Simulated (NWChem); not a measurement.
A series in which one site is exchanged, each optimised at PBE0/def2-SVP with NWChem, gas phase unless a solvent is named. Some are not confirmed as minima by frequencies. def2 effective core potentials on Sn, I; no spin-orbit coupling.

A: [SnH3][F] (SnH$_{3}$F; site = F)
B: [Br][SnH3] (SnH3Br; site = Br)
C: [Cl][SnH3] (SnH3Cl; site = Cl)
D: [SnH3][I] (SnH$_{3}$I; site = I)

| quantity | A | B | C | D |
|---|---|---|---|---|
| orbital gap (eV), PBE0/def2-SVP | 8.66 | 7.03 | ? | 6.11 |
| static polarisability, CAM-B3LYP/def2-SVPD (bohr³) | 40.4 | 64.1 | ? | 78.6 |
| lowest singlet excitation, CAM-B3LYP/def2-SVPD, TDA (eV) | 7.12 | 5.65 | ? | 4.81 |

### Question
Some entries are withheld; supply them.

### Answer

- orbital gap (eV), PBE0/def2-SVP, C: 7.66
- static polarisability, CAM-B3LYP/def2-SVPD (bohr³), C: 55.6
- lowest singlet excitation, CAM-B3LYP/def2-SVPD, TDA (eV), C: 6.28
